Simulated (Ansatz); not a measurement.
Relaxation of C$_{2}$H$_{7}$FGeS (12 atoms, charge 0, multiplicity 1), to a largest force component of 0.015 eV/Å in at most 40 steps.

Level of theory: RKS PBE-D4/def2-SVP (Ansatz).

```xyz
12
Properties=species:S:1:pos:R:3
C -1.302 0.190 1.420
S 0.043 1.314 0.965
C 1.038 0.004 0.208
Ge 0.655 -0.243 -1.649
F 0.741 1.262 -2.524
H -2.146 0.863 1.878
H -0.993 -0.537 2.136
H -1.727 -0.235 0.496
H 2.137 0.336 0.304
H 0.972 -0.953 0.799
H -0.889 -0.761 -1.736
H 1.548 -1.295 -2.263
```

Problem. Where does it end, and by what steps?

Solution. It converged. After 11 steps the energy has fallen by 0.368 eV; F5 moved furthest, 0.42 Å.

```
step  energy less start (eV)  largest force component (eV/Å)  accepted
   0                  0.0000                           2.723       yes
   1                 -0.3108                           0.554       yes
   2                 -0.3559                           0.157       yes
   3                 -0.3599                           0.074       yes
   4                 -0.3627                           0.035       yes
   5                 -0.3642                           0.030       yes
   6                 -0.3666                           0.057       yes
   7                 -0.3648                           0.140        no
   8                 -0.3675                           0.015       yes
   9                 -0.3680                           0.037       yes
  10                 -0.3682                           0.027       yes
  11                 -0.3682                           0.007       yes
```

```xyz
12
Properties=species:S:1:pos:R:3
C -1.386 0.144 1.446
S -0.017 1.270 1.044
C 1.114 0.096 0.219
Ge 0.586 -0.299 -1.638
F 1.117 1.090 -2.588
H -2.174 0.758 1.924
H -1.068 -0.644 2.159
H -1.813 -0.327 0.537
H 2.104 0.596 0.171
H 1.241 -0.828 0.822
H -0.952 -0.384 -1.816
H 1.324 -1.528 -2.245
```

Whether the end is a true minimum wasn't checked by a vibrational analysis.

Time of the run: 38 s on 2 threads of Arm Neoverse V1, on a shared host, peak memory 0.18 GiB.
